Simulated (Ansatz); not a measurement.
Geometry optimisation, Ansatz 0.2.0, RKS B3LYP/def2-SVP.

The input (input.yaml):

```yaml
crystal:
  periodic: [false, false, false]
  atoms:
    - { symbol: C, position_ang: [-0.7097, 0.357, -0.5915] }
    - { symbol: C, position_ang: [-0.068, 0.1716, 0.5097] }
    - { symbol: Se, position_ang: [0.7373, -1.528, 0.7975] }
    - { symbol: H, position_ang: [-0.7883, -0.3608, -1.361] }
    - { symbol: H, position_ang: [-1.2242, 1.3602, -0.7833] }
    - { symbol: H, position_ang: [0.0344, 0.9704, 1.2571] }
    - { symbol: H, position_ang: [-0.58044, -2.06985, 1.47815] }
basis:
  gaussian: { orbitals: def2-SVP }
hamiltonian:
  xc: b3lyp
relax:
  f_tol: 0.015
  max_steps: 40
```

Run as:

```bash
$ ansatz run input.yaml --threads 1 --pin off --max-ram 2048MiB --backend cpu --events-out ev --progress --plain --runs-dir out
```

Where does it end, and by what steps?

The run converged. The force dipped under the threshold on the way, but the program's further checks kept it going. After 18 steps the energy has fallen by 0.381 eV; H7 moved furthest, 1.00 Å.

```csv
step,energy less start (eV),largest force component (eV/Å),accepted
0,0.0000,3.257,yes
1,-0.2680,0.637,yes
2,-0.2370,0.722,no
3,-0.2978,0.218,yes
4,-0.3069,0.143,yes
5,-0.3209,0.439,yes
6,-0.3528,0.279,yes
7,-0.3725,0.069,yes
8,-0.2978,0.380,no
9,-0.3784,0.055,yes
10,-0.3783,0.192,no
11,-0.3797,0.034,yes
12,-0.3805,0.080,yes
13,-0.3800,0.193,no
14,-0.3808,0.027,yes
15,-0.3810,0.016,yes
16,-0.3809,0.038,no
17,-0.3810,0.003,yes
18,-0.3810,0.013,yes
```

```xyz
7
Properties=species:S:1:pos:R:3
C -0.694 0.503 -0.744
C -0.325 -0.018 0.429
Se 0.292 -1.818 0.646
H -0.713 -0.080 -1.670
H -0.991 1.553 -0.811
H -0.318 0.583 1.342
H 0.150 -1.822 2.114
```

Run time: 53 s on 1 thread of Arm Neoverse V1, on a shared host, peak memory 0.16 GiB.
